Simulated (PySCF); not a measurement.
PySCF job for C₃H₆O₂Si, SMILES C=C1OC([SiH3])O1, PBE/pcSseg-1. Geometry: PBE0-D3(BJ)/def2-SVP. The structure was generated by enumeration, and PubChem lists no compound with its InChIKey, so it may never have been made.

```python
import numpy as np
from pyscf import gto, scf, dft
from pyscf.prop.nmr import rks as nmr

mol = gto.M(
    atom='''
    C     2.58280944    0.53541251   -0.00000001
    C     1.36296589    0.01255192    0.00000000
    O     0.52430609   -0.34287026    1.01517099
    C    -0.40974445   -0.71733005    0.00000001
    Si   -2.00047949    0.35575327   -0.00000000
    O     0.52430609   -0.34287027   -1.01517098
    H     3.07712430    0.74570698   -0.94649473
    H     3.07712429    0.74570700    0.94649472
    H    -0.58894009   -1.80930196    0.00000002
    H    -2.79024924    0.02744142    1.22183504
    H    -2.79024925    0.02744140   -1.22183505
    H    -1.58317984    1.78457728   -0.00000001
    ''',
    basis='pcSseg-1',
    charge=0,
    spin=0,
    max_memory=1600,
    verbose=3,
)
mf = dft.RKS(mol, xc='pbe')
mf.grids.level = 3
mf.conv_tol = 1e-10
mf.max_cycle = 100
mf.kernel()
n = nmr.NMR(mf)
n.verbose = 2
n.max_cycle_cphf = 60
sigma = n.kernel()
print('atom   isotropic/ppm   span/ppm')
for i, s in enumerate(sigma):
    w = np.linalg.eigvalsh((s + s.T) / 2)
    print(f'{mol.atom_symbol(i):2s}{i + 1:3d} {w.mean():14.3f} {w[2] - w[0]:11.3f}')
```

It prints:

```
converged SCF energy = -557.302137831064
atom   isotropic/ppm   span/ppm
C   1        126.823     104.010
C   2          5.400     134.104
O   3        153.032     149.154
C   4         64.958      71.941
Si  5        411.006      59.056
O   6        153.032     149.154
H   7         27.918       5.758
H   8         27.918       5.758
H   9         24.381       2.782
H  10         27.225       7.411
H  11         27.225       7.411
H  12         27.202       6.878
```

Self-consistency was reached.

Cost: about 40 core-seconds (a rough figure).
